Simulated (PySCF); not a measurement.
`C=C(CF)C(=C)Br`. Computed with PBE0-D3(BJ)/def2-SVP geometry optimisation, gas phase in PySCF 2.14.0.

```
atom  x, y, z in Å
C1     1.4060    0.6479   -0.3586
C2     0.5781   -0.3386    0.0067
Br3    1.3389   -2.0338    0.4137
C4    -0.8839   -0.2129    0.1197
C5    -1.7053   -1.2400    0.3832
C6    -1.4556    1.1736   -0.0154
F7    -1.1927    1.7286   -1.2476
H8     2.4849    0.4980   -0.4107
H9     1.0027    1.6201   -0.6469
H10   -2.7845   -1.0826    0.4502
H11   -1.3273   -2.2516    0.5424
H12   -1.0237    1.8391    0.7526
H13   -2.5471    1.1376    0.1236
```

Problem. What is the longest distance between nuclei?

Solution. H8···H10, 5.57 Å; the next longest distance is 5.10 Å.

Problem. Where is the centre of mass (commonest isotopes), and what is the radius of gyration?

Solution. Mass 163.964 u; centre at (0.330, -0.766, 0.069) Å; Rg = √(Σ m r²/M) = 2.011 Å. As Ia + Ib + Ic = 2 Σ m r², the three principal moments sum to 1325.8 u·Å².

Problem. What is the repulsion energy of the bare nuclei, Σ ZA·ZB/RAB?

Solution. 476.00 Eh over 78 pairs, with full nuclear charges and distances in bohr; the largest single term is 58.42 Eh (C2 with Br3).

Problem. How far are the heavy atoms from their best plane (unweighted least squares)?

Solution. 0.262 Å rms; C1 0.14, C2 0.05, Br3 0.15, C4 0.09, C5 0.10, C6 0.44, F7 0.47 Å (magnitudes).

Problem. Write the matrix of distances between heavy atoms (Å, lower triangle).

Solution. 
```
C1    0.000
C2    1.339  0.000
Br3   2.791  1.902  0.000
C4    2.493  1.472  2.888  0.000
C5    3.714  2.484  3.146  1.341  0.000
C6    2.930  2.534  4.276  1.506  2.459  0.000
F7    2.952  2.997  4.830  2.395  3.426  1.377  0.000
```

Not checked by PBE0-D3(BJ)/def2-SVP frequencies. One conformer, not necessarily the lowest.

Rough CPU time on one thread of a shared machine: about 80 s. This is the geometry optimisation.
